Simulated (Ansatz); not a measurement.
Counterpoise correction, worked out

The pair of H₃O⁺ (SMILES [OH3+], atoms 1–4) and AsH₃ (SMILES [AsH3], atoms 5–8), both closed shells, in one local arrangement (a lower one may exist), relaxed at PBE0-D4/def2-TZVP:

O1  (0.306, 0.155, -1.396)
H2  (0.596, 0.986, -1.815)
H3  (-0.556, -0.141, -1.742)
H4  (0.327, 0.193, -0.364)
As5  (-0.101, -0.310, 1.962)
H6  (0.034, -1.551, 1.086)
H7  (-1.385, 0.129, 1.264)
H8  (0.781, 0.538, 1.006)
(Å)

Computed with Ansatz 0.2.0 (basis: def2-TZVPPD); correlated methods freeze the cores. Filled d shells of the heavier atoms are correlated. The def2 sets are not built for correlating such inner shells, so the correlated values are less sure here.

CCSD(T) total energies in eV:

| system | geometry | basis functions | energy |
| --- | --- | --- | --- |
| pair | pair | all | -62936.73590 |
| H₃O⁺ | as in the pair | all (partner as ghosts) | -2084.73369 |
| AsH₃ | as in the pair | all (partner as ghosts) | -60851.43709 |
| H₃O⁺ | as in the pair | its own | -2084.72545 |
| AsH₃ | as in the pair | its own | -60851.40253 |
| H₃O⁺ | free (PBE0-D4 minimum) | its own | -2084.79097 |
| AsH₃ | free (PBE0-D4 minimum) | its own | -60851.41432 |

Work out the interaction energy with and without the counterpoise correction, the superposition error, and the binding energy from the relaxed fragments.

Without correction: -62936.73590 − (-2084.72545) − (-60851.40253) = -0.60792 eV.
With correction (each fragment in the whole basis): -62936.73590 − (-2084.73369) − (-60851.43709) = -0.56512 eV = -13.03 kcal/mol.
The superposition error is the difference, 0.04280 eV, 7 % of the uncorrected value: each fragment borrows its partner's functions.
Deformation from the free shapes: 0.06552 eV for H₃O⁺ and 0.01179 eV for AsH₃.
Binding energy from relaxed fragments: -0.56512 + 0.06552 + 0.01179 = -0.48781 eV = -11.25 kcal/mol (electronic, without zero-point energy; negative means bound). For comparison, the corrected interaction energy by CCSD(T) at an estimated basis limit (MP2 extrapolated from triple and quadruple zeta, plus CCSD(T) − MP2 in triple zeta) is -0.603 eV; triple zeta with the correction binds less.

The T1 diagnostic stays at or below 0.012.

For scale, one of the runs: CCSD(T)/def2-TZVPPD, 196 basis functions, launched by `ansatz run in.yaml --threads 4 --pin off --events-out ev --progress --plain --max-ram 9574MiB`. Hardware: 4 CPU threads of an Intel Xeon 6975P-C, shared host. Wall time 12 s; peak host memory 2.5 GiB.
